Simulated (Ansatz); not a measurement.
trans-[IrF2(NH3)4]+ (IrN4F2H12⁺), relaxed as a singlet with RKS r2SCAN-D4/def2-SVP in Ansatz, starting from the GFN2-xTB geometry. Force threshold 0.02 eV/Å.

In the def2 sets Ir takes a core potential; there is no spin–orbit coupling. Another isomer (singlet) lies 0.11 eV lower at PBE0-D4/def2-TZVP; other spin states weren't run for this one.

Start:

Cartesian coordinates in Å:
```
F -1.7050 0.8743 0.0883
F 1.7069 -0.8722 -0.0890
Ir 0.0002 -0.0001 -0.0011
N -0.8132 -1.4749 -1.2781
N 0.7995 1.4796 1.2788
N -0.5265 -1.1671 1.6810
N 0.5402 1.1620 -1.6825
H -1.8208 -1.5421 -1.1250
H -0.3779 -2.3794 -1.0920
H -0.6730 -1.2852 -2.2698
H 1.7596 1.7035 1.0144
H 0.8264 1.2024 2.2597
H 0.2232 2.3210 1.2196
H -1.0292 -2.0226 1.4473
H -1.1358 -0.6294 2.2987
H 0.3163 -1.4453 2.1854
H 0.8896 2.0900 -1.4447
H -0.2626 1.3038 -2.2968
H 1.2820 0.6817 -2.1942
```

```tsv
step	energy (eV)	largest force component (eV/Å)	SCF passes
1	-14414.4379	1.970	17
2	-14414.6025	0.244	19
3	-14414.6090	0.099	20
4	-14414.6135	0.157	19
5	-14414.6180	0.317	19
6	-14414.6253	0.359	19
7	-14414.6557	0.050	19
8 (rejected)	-14414.6474	0.743	19
9	-14414.6682	0.050	18
10	-14414.6769	0.206	18
11	-14414.6788	0.443	18
12	-14414.7021	0.016	19
13 (rejected)	-14414.6925	0.514	19
14	-14414.7038	0.157	20
15	-14414.7042	0.164	19
16	-14414.7060	0.002	21
```

Force components are those of the run's own axes.

End:

```xyz
19

F    -1.6403    1.0374    0.4535
F     1.6404   -1.0376   -0.4533
Ir    0.0001    0.0001   -0.0001
N    -0.8371   -1.4271   -1.2681
N     0.8381    1.4263    1.2686
N    -0.6378   -1.0832    1.6625
N     0.6367    1.0839   -1.6632
H    -1.5574   -2.0279   -0.8560
H    -0.0378   -2.0259   -1.5271
H    -1.2553   -1.0642   -2.1303
H     1.5575    2.0280    0.8562
H     1.2583    1.0618    2.1293
H     0.0395    2.0247    1.5305
H    -0.8587   -2.0701    1.4983
H    -1.5089   -0.6096    1.9478
H     0.0015   -1.0839    2.4634
H     0.8591    2.0703   -1.4982
H    -0.0045    1.0865   -2.4626
H     1.5067    0.6102   -1.9511
```

By distances, no bond broke or formed. The bond that changes most is F1–Ir3, from 1.92 to 1.99 Å (atoms count from 1).

The force fell under the threshold at step 12, but the optimiser went on and released 0.004 eV more. No frequencies were taken in this run, so the end may be a saddle point.

It took 58 s on 4 threads of Arm Neoverse V2 on a shared host.
